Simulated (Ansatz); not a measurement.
Relaxation of CH7GaO (10 atoms, charge 0, multiplicity 1), to a largest force component of 0.03 eV/Å in at most 50 steps.

Theory: RKS r2SCAN/def2-SVP in Ansatz.

```xyz
10
Properties=species:S:1:pos:R:3
Ga -0.007 -0.191 0.000
O -0.024 -0.362 1.786
H -0.902 -0.397 2.187
H 1.444 -0.194 -0.562
C -1.722 -0.074 -0.947
H -2.385 -0.905 -0.654
H -2.234 0.865 -0.681
H -1.597 -0.101 -2.040
H 0.114 2.404 0.969
H 0.090 1.817 1.386
```

Task: Where does it end, and by what steps?

Result: The run converged. After 5 steps the energy has fallen by 0.081 eV; H9 moved furthest, 0.26 Å.

| step | energy less start (eV) | largest force component (eV/Å) | accepted |
| --- | --- | --- | --- |
| 0 | 0.0000 | 1.515 | yes |
| 1 | -0.0734 | 0.196 | yes |
| 2 | -0.0777 | 0.456 | yes |
| 3 | -0.0798 | 0.285 | yes |
| 4 | -0.0810 | 0.046 | yes |
| 5 | -0.0812 | 0.022 | yes |

```xyz
10
Properties=species:S:1:pos:R:3
Ga -0.015 -0.275 -0.001
O -0.033 -0.534 1.779
H -0.915 -0.557 2.171
H 1.439 -0.256 -0.553
C -1.726 -0.093 -0.944
H -2.422 -0.897 -0.655
H -2.201 0.865 -0.679
H -1.597 -0.120 -2.036
H 0.127 2.659 0.941
H 0.121 2.070 1.421
```

Whether the end is a true minimum wasn't checked by a vibrational analysis.

The run took 10 s on 4 threads of Arm Neoverse V2, on a shared host, peak memory 0.14 GiB.
